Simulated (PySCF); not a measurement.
# Basis and Hamiltonian dependence of the ionisation energy of Kr+

Kr+ [Ar] 3d10 4s2 4p5 (2P) → Kr(2+) [Ar] 3d10 4s2 4p4 (3P). All values are computed (PySCF 2.14, energy differences of UHF-based or UKS calculations, no spin-orbit coupling). Values in eV.

```
                                                                               basis       Hamiltonian  functions     UHF     PBE    PBE0  MP2 (valence)  CCSD(T) (valence)  CCSD(T) (valence and next inner shell)
                                                                          cc-pVDZ-DK     spin-free X2C         27  23.320     n/a     n/a         23.873             23.836                                     n/a
                                                        aug-cc-pVDZ-PP with ECP10MDF               ECP         32  23.246  24.265  24.315         23.853             23.835                                     n/a
                                                                              6-31G*  non-relativistic         32  23.263     n/a  24.405         23.774             23.734                                     n/a
                                                            cc-pVTZ-PP with ECP10MDF               ECP         39  23.269     n/a     n/a         24.089             24.120                                     n/a
                                                                          cc-pVTZ-DK     spin-free X2C         43  23.229     n/a     n/a         24.043             24.076                                     n/a
                                                               Sapporo-DKH3-DZP-2012     spin-free X2C         43  23.285  24.364  24.403         23.883             23.847                                     n/a
                                                                           def2-TZVP  non-relativistic         48  23.246     n/a     n/a         24.062             24.095                                     n/a
                                                                         x2c-TZVPall     spin-free X2C         48  23.252     n/a     n/a         24.075             24.110                                     n/a
                                                                        x2c-TZVPPall     spin-free X2C         48  23.252  24.326  24.366         24.075             24.110                                  24.138
                                                                         def2-TZVPPD  non-relativistic         57  23.234  24.308  24.349         24.051             24.083                                  24.109
                                                                      aug-cc-pVTZ-DK     spin-free X2C         59  23.232  24.304  24.344         24.073             24.110                                     n/a
      aug-cc-pVTZ-PP with one added diffuse shell each of s, d, f type with ECP10MDF               ECP         68  23.240  24.255  24.308         24.089             24.126                                     n/a
aug-cc-pVQZ-PP with one added diffuse shell each of s, p, d, f, g type with ECP10MDF               ECP        114  23.232  24.247  24.300         24.203                n/a                                     n/a
```

Task: Estimate the row for x2c-SVPall (spin-free X2C, 32 functions).

Result: From the rows with the same Hamiltonian and similar size; the calculation gives UHF 23.41; MP2 (valence) 23.99; CCSD(T) (valence) 23.95 (eV).

Frozen in the all-electron rows: valence: [Ar] 3d10; valence and next inner shell: [Ne]; with a core potential, the same shells as far as they lie outside it.

Non-relativistic rows lack the scalar-relativistic shift.

Between the lowest levels the reference is 24.360 eV (measured; NIST Atomic Spectra Database, ionization energies); it includes spin-orbit coupling, which these numbers lack.
